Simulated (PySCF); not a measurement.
# Two-component Hartree-Fock for Mo (molybdenum, neutral)

Start: [Kr] 4d4 5s1 6s1; 4d5/2 filled at m_j = -1/2, +1/2, +3/2, +5/2; 5s1/2 filled at m_j = +1/2; 6s1/2 filled at m_j = +1/2. Calculated with PySCF 2.14 in x2c-TZVPall-2c with one added diffuse shell each of s, p, d type (9s10p8d1f, 86 functions): generalised Hartree-Fock with the X2C-1e Hamiltonian and a Gaussian nucleus; one run each with spin-orbit coupling (SO) switched off, then screened by Boettger's factors. This is a chosen level, not necessarily the ground level.

```json
{"spinor shell": "1s1/2", "electrons": "2", "ε, spin-free (eV)": "-20114.4", "ε, screened SO (eV)": "-20113.3", "weight of nominal j (screened SO)": "1.000", "rms radius, screened SO (bohr)": "0.0404"}
{"spinor shell": "2s1/2", "electrons": "2", "ε, spin-free (eV)": "-2922.4", "ε, screened SO (eV)": "-2922.1", "weight of nominal j (screened SO)": "1.000", "rms radius, screened SO (bohr)": "0.166"}
{"spinor shell": "2p1/2", "electrons": "2", "ε, spin-free (eV)": "-2606.7", "ε, screened SO (eV)": "-2680.3", "weight of nominal j (screened SO)": "1.000", "rms radius, screened SO (bohr)": "0.145"}
{"spinor shell": "2p3/2", "electrons": "4", "ε, spin-free (eV)": "-2606.7", "ε, screened SO (eV)": "-2572.3", "weight of nominal j (screened SO)": "1.000", "rms radius, screened SO (bohr)": "0.149"}
{"spinor shell": "3s1/2", "electrons": "2", "ε, spin-free (eV)": "-535.67", "ε, screened SO (eV)": "-535.63", "weight of nominal j (screened SO)": "1.000", "rms radius, screened SO (bohr)": "0.456"}
{"spinor shell": "3p1/2", "electrons": "2", "ε, spin-free (eV)": "-429.36", "ε, screened SO (eV)": "-441.99", "weight of nominal j (screened SO)": "1.000", "rms radius, screened SO (bohr)": "0.455"}
{"spinor shell": "3p3/2", "electrons": "4", "ε, spin-free (eV)": "-429.36", "ε, screened SO (eV)": "-423.46", "weight of nominal j (screened SO)": "1.000", "rms radius, screened SO (bohr)": "0.465"}
{"spinor shell": "3d3/2", "electrons": "4", "ε, spin-free (eV)": "-256.46", "ε, screened SO (eV)": "-258.52", "weight of nominal j (screened SO)": "0.975", "rms radius, screened SO (bohr)": "0.452"}
{"spinor shell": "3d5/2", "electrons": "6", "ε, spin-free (eV)": "-256.46", "ε, screened SO (eV)": "-255.06", "weight of nominal j (screened SO)": "0.983", "rms radius, screened SO (bohr)": "0.455"}
{"spinor shell": "4s1/2", "electrons": "2", "ε, spin-free (eV)": "-86.165", "ε, screened SO (eV)": "-86.172", "weight of nominal j (screened SO)": "1.000", "rms radius, screened SO (bohr)": "1.18"}
{"spinor shell": "4p1/2", "electrons": "2", "ε, spin-free (eV)": "-54.609", "ε, screened SO (eV)": "-58.386", "weight of nominal j (screened SO)": "0.683", "rms radius, screened SO (bohr)": "1.32"}
{"spinor shell": "4d5/2", "electrons": "4", "ε, spin-free (eV)": "-15.860", "ε, screened SO (eV)": "-15.842", "weight of nominal j (screened SO)": "0.675", "rms radius, screened SO (bohr)": "1.92"}
{"spinor shell": "5s1/2", "electrons": "1", "ε, spin-free (eV)": "-10.579", "ε, screened SO (eV)": "-10.583", "weight of nominal j (screened SO)": "1.000", "rms radius, screened SO (bohr)": "3.39"}
{"spinor shell": "6s1/2", "electrons": "1", "ε, spin-free (eV)": "-2.198", "ε, screened SO (eV)": "-2.199", "weight of nominal j (screened SO)": "0.999", "rms radius, screened SO (bohr)": "9.08"}
```

**Question.** Where does 4p3/2 lie, and what is the 4p spin-orbit splitting (screened SO)?

**Answer.** At -52.802 eV, 5.584 eV above 4p1/2.

| quantity | spin-free | screened SO |
| --- | --- | --- |
| E (hartree) | -4045.75078 | -4046.22346 |
| M_J | 5 | 5 |
| ⟨J²⟩ | 30.010 | 30.012 |
| ⟨L²⟩ | 6.008 | 6.041 |
| ⟨S²⟩ | 12.002 | 11.988 |

Each row is a mean over spinors that exchange with the open shell spreads, by up to 8.501 eV (4p3/2).

Rows whose weight is well below 1 are mixtures of j = l ± 1/2: exchange outweighs spin-orbit coupling there, and the label is only the starting occupation.

Breit and QED terms are absent; they matter most for the inner s and p1/2 levels.

Densities and radii are taken from the X2C orbitals without a picture-change correction, which distorts them close to the nucleus.

Without spin-orbit coupling the j labels of p, d and f shells carry no meaning; the spin-free column gives the mean over the occupied spinors of each nl shell.
